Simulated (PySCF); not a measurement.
Isomers of CH7B2N. Isolated molecules, 0 K electronic values unless said otherwise. One relaxed conformer stands for each flexible species; it need not be the lowest. Strings in code marks are SMILES.

All values below come from PBE-D3(BJ)/def2-TZVP // B3LYP-D3(BJ)/def2-TZVP run with PySCF. Delta-SCF ions had no search for a lower state. 

```csv
species,S1 oscillator strength,vertical ionisation energy (Delta-SCF) (eV)
`BNBC` (B–N–B–C torsion 180°),0.000,–
`BN(B)C`,0.000,–
`BC(B)N`,0.045,9.24
`B(CB)N`,0.062,10.08
```
